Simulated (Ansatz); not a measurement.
`BCO[SiH3]` + `F[SiH3]` → `B[SiH2]F` + `CO[SiH3]`  (formal exchange of groups at a B–C bond)

Gas-phase electronic energies from Ansatz, PBE0-D4/def2-TZVP geometries. CCSD(T)/CBS is the MP2 limit (def2-TZVPP, def2-QZVPP) plus CCSD(T) − MP2 in def2-TZVPP, frozen cores. This one scheme is used for every species. Functionals use def2-TZVPP. B3LYP here is the variant with VWN-RPA as its local correlation; programs differ in this. One conformer a species, not always the lowest.

| level | ΔE (kcal/mol) | difference from CCSD(T)/CBS |
| --- | --- | --- |
| B97M-V | 5.2 | -0.8 |
| PBE0-D4 | 5.3 | -0.7 |
| ωB97M-V | 7.2 | 1.2 |
| PBE-QIDH | 6.1 | 0.1 |
| PBE0 | 5.2 | -0.8 |
| B3LYP | 6.0 | 0.0 |
| r2SCAN0 | 6.1 | 0.1 |
| RPA@PBE/def2-TZVPP | 5.8 | -0.2 |
| MP2/def2-SVP | 7.6 | 1.6 |
| MP2/def2-TZVPP | 7.4 | 1.4 |
| CCSD(T)/CBS | 6.0 | 0 |

(1) What do rigid-rotor, harmonic-oscillator terms from PBE0-D4/def2-TZVP frequencies (298.15 K, 1 bar) make of the CCSD(T)/CBS value? (An estimate is asked.)

Largest T1 diagnostic among the species: 0.012.

Results:

(1) Computed: ΔZPE = +1.4 kcal/mol, ΔH = +7.6 kcal/mol, ΔS = 18 J/(mol·K), ΔG = +6.3 kcal/mol.

Leaving LDA and LC-ωPBE aside and taking each functional with its dispersion term where it has one, the values, not all of them listed here, spread over 2.2 kcal/mol, from revPBE-D4 to ωB97M-V. LDA lies +1.9 kcal/mol from PBE without D4. From BLYP to BHLYP (50 % exact exchange), in def2-TZVPP and without D4, ΔE moves by +0.7 kcal/mol.
